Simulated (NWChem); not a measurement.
Molecule: TaCl5; SMILES [Cl][Ta]([Cl])([Cl])([Cl])[Cl]

Program: NWChem. Medium grid unless said otherwise, to which SCAN and Minnesota functionals are sensitive. Geometry: optimised at PBE-D3(BJ)/def2-SVP. No frequency run checked for a minimum. def2 effective core potentials on Ta; no spin-orbit coupling.

### Question
Order these by “highest occupied level (eV)”, lowest first: Hartree-Fock/def2-SVP; MN15-L/def2-SVP; r2SCAN0/def2-SVP; OLYP/def2-SVP; B3PW91/def2-SVP.

### Answer
Hartree-Fock/def2-SVP (-12.49), r2SCAN0/def2-SVP (-9.54), B3PW91/def2-SVP (-9.02), MN15-L/def2-SVP (-8.53), OLYP/def2-SVP (-7.71)
